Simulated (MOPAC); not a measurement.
Job for MOPAC: PM7 on CH7NS (a complex), monomers drawn apart or pushed together.

```
PM7 1SCF PRECISE CHARGE=0 THREADS=1
CH7NS

S      0.29857264 1     0.13114982 1    -0.13144644 1
H      0.51332135 1     0.25786417 1     1.20852788 1
H      0.57665370 1    -1.18196172 1    -0.12453179 1
C     -0.87446628 1    -0.41378928 1     5.28701683 1
N      0.33117912 1     0.33624095 1     4.92760975 1
H     -0.76289103 1    -1.44751331 1     4.95810473 1
H     -1.72705291 1     0.00506211 1     4.75188910 1
H     -1.10581373 1    -0.41765657 1     6.35866220 1
H      1.15176722 1    -0.04869712 1     5.37958822 1
H      0.25763565 1     1.30496654 1     5.21457216 1
```

It printed:

```
*******************************************************************************
 **                                                                           **
 **                              MOPAC v23.2.5                                **
 **                                                                           **
 *******************************************************************************
 ** MOPAC's Digital Object Identifier: https://doi.org/10.5281/zenodo.6511958 **
 **                                                                           **
 ** Please cite the open-source release paper for use of this MOPAC version:  **
 ** J. E. Moussa and J. J. P. Stewart (2026)                                  **
 ** MOPAC: An open-source semiempirical molecular orbital program             **
 ** J. Open Source Softw., 11(119), 8025, https://doi.org/10.21105/joss.08025 **
 *******************************************************************************

                              PM7 CALCULATION RESULTS

 *******************************************************************************
 *  PM7        - The PM7 Hamiltonian to be used
 *
 *
 *
 *                 CHARGE ON SYSTEM = 0
 *
 *
 *
 *  PRECISE    - TIGHTER CRITERIA TO BE USED
 *  1SCF       - DO 1 SCF AND THEN STOP
 *  THREADS=1  - MULTI-THREADING NOT USED
 *  T=         - A TIME OF 172800.0 SECONDS REQUESTED
 *  DUMP=N     - RESTART FILE WRITTEN EVERY 7200.0 SECONDS REQUESTED
 *******************************************************************************
PM7 1SCF PRECISE CHARGE=0 THREADS=1
 CH7NS

   ATOM   CHEMICAL          X               Y               Z
  NUMBER   SYMBOL      (ANGSTROMS)     (ANGSTROMS)     (ANGSTROMS)

     1       S          0.29857264  *   0.13114982  *  -0.13144644  *
     2       H          0.51332135  *   0.25786417  *   1.20852788  *
     3       H          0.57665370  *  -1.18196172  *  -0.12453179  *
     4       C         -0.87446628  *  -0.41378928  *   5.28701683  *
     5       N          0.33117912  *   0.33624095  *   4.92760975  *
     6       H         -0.76289103  *  -1.44751331  *   4.95810473  *
     7       H         -1.72705291  *   0.00506211  *   4.75188910  *
     8       H         -1.10581373  *  -0.41765657  *   6.35866220  *
     9       H          1.15176722  *  -0.04869712  *   5.37958822  *
    10       H          0.25763565  *   1.30496654  *   5.21457216  *



          CARTESIAN COORDINATES

    NO.       ATOM           X           Y           Z

     1         S          0.2986      0.1311     -0.1314
     2         H          0.5133      0.2579      1.2085
     3         H          0.5767     -1.1820     -0.1245
     4         C         -0.8745     -0.4138      5.2870
     5         N          0.3312      0.3362      4.9276
     6         H         -0.7629     -1.4475      4.9581
     7         H         -1.7271      0.0051      4.7519
     8         H         -1.1058     -0.4177      6.3587
     9         H          1.1518     -0.0487      5.3796
    10         H          0.2576      1.3050      5.2146

 General Reference for PM7:
 "Optimization of Parameters for Semiempirical Methods VI: More Modifications to the
 NDDO Approximations and Re-optimization of Parameters", J. J. P. Stewart, J. Mol. Mod., 1:32, 19 (2013)
 https://link.springer.com/article/10.1007/s00894-012-1667-x

           Empirical Formula: C H7 N S  =    10 atoms



      MOLECULAR POINT GROUP   :   C1


      RHF CALCULATION, NO. OF DOUBLY OCCUPIED LEVELS = 11


 -------------------------------------------------------------------------------
 PM7 1SCF PRECISE CHARGE=0 THREADS=1
 CH7NS



     1SCF WAS SPECIFIED, SO BFGS WAS NOT USED
     SCF FIELD WAS ACHIEVED


                              PM7 CALCULATION
                                                       MOPAC v23.2.5 Linux




          FINAL HEAT OF FORMATION =         -7.94533 KCAL/MOL =     -33.24327 KJ/MOL


          COSMO AREA              =        131.41 SQUARE ANGSTROMS
          COSMO VOLUME            =        102.12 CUBIC ANGSTROMS

          IONIZATION POTENTIAL    =          9.167940 EV
          HOMO LUMO ENERGIES (EV) =         -9.168 -0.640
          NO. OF FILLED LEVELS    =         11
          MOLECULAR WEIGHT        =         65.1330         POINT GROUP:  C1

          MOLECULAR DIMENSIONS (Angstroms)

            Atom       Atom       Distance
            H     8    H     3     6.74141
            H     9    H     7     2.94447
            H     6    H    10     2.74980


          SCF CALCULATIONS        =          1





   ATOM   CHEMICAL          X               Y               Z
  NUMBER   SYMBOL      (ANGSTROMS)     (ANGSTROMS)     (ANGSTROMS)

     1       S          0.29857264  *   0.13114982  *  -0.13144644  *
     2       H          0.51332135  *   0.25786417  *   1.20852788  *
     3       H          0.57665370  *  -1.18196172  *  -0.12453179  *
     4       C         -0.87446628  *  -0.41378928  *   5.28701683  *
     5       N          0.33117912  *   0.33624095  *   4.92760975  *
     6       H         -0.76289103  *  -1.44751331  *   4.95810473  *
     7       H         -1.72705291  *   0.00506211  *   4.75188910  *
     8       H         -1.10581373  *  -0.41765657  *   6.35866220  *
     9       H          1.15176722  *  -0.04869712  *   5.37958822  *
    10       H          0.25763565  *   1.30496654  *   5.21457216  *

                             CARTESIAN COORDINATES

   1    S        0.298572640     0.131149820    -0.131446440
   2    H        0.513321350     0.257864170     1.208527880
   3    H        0.576653700    -1.181961720    -0.124531790
   4    C       -0.874466280    -0.413789280     5.287016830
   5    N        0.331179120     0.336240950     4.927609750
   6    H       -0.762891030    -1.447513310     4.958104730
   7    H       -1.727052910     0.005062110     4.751889100
   8    H       -1.105813730    -0.417656570     6.358662200
   9    H        1.151767220    -0.048697120     5.379588220
  10    H        0.257635650     1.304966540     5.214572160


           Empirical Formula: C H7 N S  =    10 atoms



      MOLECULAR POINT GROUP   :   C1


                  EIGENVALUES
 -35.52046 -26.74556 -23.93856 -17.19142 -15.72977 -14.37955 -13.92896 -12.89143
 -11.53273  -9.71271  -9.16794  -0.64003  -0.07031   0.04374   0.19118   0.22034
   3.00191   3.46833   3.57716   5.24102   5.35363   5.94236   6.49225   6.83458


              NET ATOMIC CHARGES AND DIPOLE CONTRIBUTIONS

  ATOM NO.   TYPE          CHARGE      No. of ELECS.   s-Pop       p-Pop       d-Pop
    1          S          -0.350515        6.3505     1.87840     4.33061     0.14150
    2          H           0.186816        0.8132     0.81318
    3          H           0.163689        0.8363     0.83631
    4          C          -0.272633        4.2726     1.05273     3.21990
    5          N          -0.617615        5.6176     1.64370     3.97392
    6          H           0.145729        0.8543     0.85427
    7          H           0.148473        0.8515     0.85153
    8          H           0.113870        0.8861     0.88613
    9          H           0.240524        0.7595     0.75948
   10          H           0.241662        0.7583     0.75834
 DIPOLE           X         Y         Z       TOTAL
 POINT-CHG.    -0.167    -1.154     2.271     2.553
 HYBRID         0.232    -0.003     1.221     1.242
 SUM            0.066    -1.157     3.492     3.679


          ATOMIC ORBITAL ELECTRON POPULATIONS

     Atom    s        px        py        pz      x^2-y^2     xz        z^2       yz        xy
    1  S   1.87840   1.94345   1.17580   1.21136   0.04462   0.00755   0.07696   0.00123   0.01113
    2  H   0.81318
    3  H   0.83631
    4  C   1.05273   0.98947   1.10498   1.12545
    5  N   1.64370   1.13024   1.17137   1.67232
    6  H   0.85427
    7  H   0.85153
    8  H   0.88613
    9  H   0.75948
   10  H   0.75834

 **********************
 *                    *
 * JOB ENDED NORMALLY *
 *                    *
 **********************




 == MOPAC DONE ==
```

The run finished.

Cost: around 0.03 core-seconds (rough).
